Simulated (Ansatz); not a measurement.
The inner images of a band of H$_{2}$Se$_{2}$ (4 atoms, charge 0, multiplicity 1) are given out of order.

Method: RKS PBE-D4/def2-SVP (Ansatz).

Image 0:

```xyz
4
Properties=species:S:1:pos:R:3
Se 0.515 -1.144 0.352
Se 0.488 1.180 -0.013
H -0.820 -1.238 1.013
H -0.128 1.142 -1.372
```

Image 8:

```xyz
4
Properties=species:S:1:pos:R:3
Se 1.540 -1.297 0.077
Se 0.153 0.469 0.327
H -1.245 -0.071 0.629
H -0.393 0.838 -1.054
```

Task: Put them in order from the first end to the last, with their energies above the first end.
A.
```xyz
4
Properties=species:S:1:pos:R:3
Se 0.583 -1.167 0.398
Se 0.539 1.162 0.008
H -0.831 -1.092 0.833
H -0.235 1.036 -1.259
```
B.
```xyz
4
Properties=species:S:1:pos:R:3
Se 0.773 -1.486 0.316
Se 0.271 0.889 0.243
H -0.713 -0.455 0.571
H -0.275 0.992 -1.149
```
C.
```xyz
4
Properties=species:S:1:pos:R:3
Se 1.000 -1.512 0.260
Se 0.210 0.766 0.270
H -0.820 -0.309 0.578
H -0.335 0.996 -1.127
```
D.
```xyz
4
Properties=species:S:1:pos:R:3
Se 1.387 -1.383 0.150
Se 0.184 0.541 0.291
H -1.097 -0.150 0.619
H -0.419 0.932 -1.080
```
E.
```xyz
4
Properties=species:S:1:pos:R:3
Se 1.202 -1.459 0.208
Se 0.195 0.645 0.280
H -0.950 -0.227 0.598
H -0.392 0.981 -1.106
```
F.
```xyz
4
Properties=species:S:1:pos:R:3
Se 0.663 -1.379 0.372
Se 0.354 1.020 0.181
H -0.696 -0.671 0.603
H -0.266 0.970 -1.176
```
G.
```xyz
4
Properties=species:S:1:pos:R:3
Se 0.623 -1.264 0.391
Se 0.468 1.108 0.092
H -0.769 -0.881 0.696
H -0.266 0.976 -1.199
```

Result: A (+6.0 kJ/mol), G (+34.3 kJ/mol), F (+84.4 kJ/mol), B (+146.1 kJ/mol), C (+171.2 kJ/mol), E (+153.7 kJ/mol), D (+123.4 kJ/mol).

Run time: 77 s on 1 CPU thread of a shared host.
